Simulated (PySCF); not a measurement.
Computed shifts of a molecule CH8FNSi2, PBE0/pcSseg-1 (PySCF), GIAO, gas phase, atoms alike by connectivity averaged where their shifts nearly agree, in ppm (number of nuclei): ¹⁵N: -2.8 (1). ²⁹Si: -46.7 (1), -71.3 (1). ¹³C: 77.8 (1). ¹⁹F: -292.0 (1). ¹H: 5.46 (1), 5.43 (1), 5.28 (1), 5.01 (1), 4.18 (1), 4.00 (1), 0.03 (2). References: ¹⁵N against NH3 (σ = 267.4 ppm); ²⁹Si against TMS (σ = 352.7 ppm); ¹³C against TMS (σ = 186.3 ppm); ¹⁹F against CFCl3 (σ = 167.2 ppm); ¹H against TMS (σ = 31.56 ppm), references at their B3LYP-D3(BJ)/def2-TZVP geometries, non-relativistic. Geometry: PBE0-D3(BJ)/def2-SVP. One conformer was computed; it need not be the lowest.

Identify the compound among the candidates.
A. N[Si@H](F)C[SiH3]
B. N[SiH2][SiH2]CF
C. CN[Si@H](F)[SiH3]
D. C[Si@@H](F)N[SiH3]

B, N[SiH2][SiH2]CF
